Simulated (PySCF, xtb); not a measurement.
C2H5Cl2GeN, SMILES [Cl][GeH]([Cl])/[N]=C/C.

GFN2-xTB run with xtb at its own geometry gives an orbital gap of 3.23 eV and a dipole moment of 4.30 D.

The structure is a stationary point at TPSSh-D3(BJ)/def2-SVP. The structure was generated by enumeration; whether it is a known compound was not checked. Other conformers were not sampled.

What does PBE/def2-TZVP (PySCF) give? (An estimate is asked for; the answer gives what the named calculation found.)

gap 4.10 eV (levels -6.34 and -2.24 eV), dipole 3.91 D.
